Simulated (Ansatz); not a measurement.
Computed with Ansatz.

A structure relaxed at PBE0-D4/def2-TZVP, charge 0, multiplicity 1:

```xyz
10

F    -1.350   -1.231    1.149
C    -0.918    0.058    0.832
O     0.354    0.270    1.335
Ge    1.502   -0.122   -0.051
Si   -0.615    0.159   -1.080
H    -1.625    0.741    1.313
H     2.598    0.957   -0.075
H     2.141   -1.506    0.157
H    -1.268   -0.852   -1.949
H    -0.818    1.526   -1.630
```

(1) Give its formula and SMILES.

(2) Summarise the bond lengths by kind.

Answers

(1) CH5FGeOSi, `FC1[O][GeH2][SiH2]1`.

(2) 1 × C–F 1.396 Å; 1 × C–O 1.384 Å; 1 × C–Si 1.939 Å; 1 × C–H 1.094 Å; 1 × Ge–O 1.842 Å; 1 × Ge–Si 2.371 Å; 2 × Ge–H 1.538 to 1.539 Å; 2 × H–Si 1.484 to 1.487 Å.
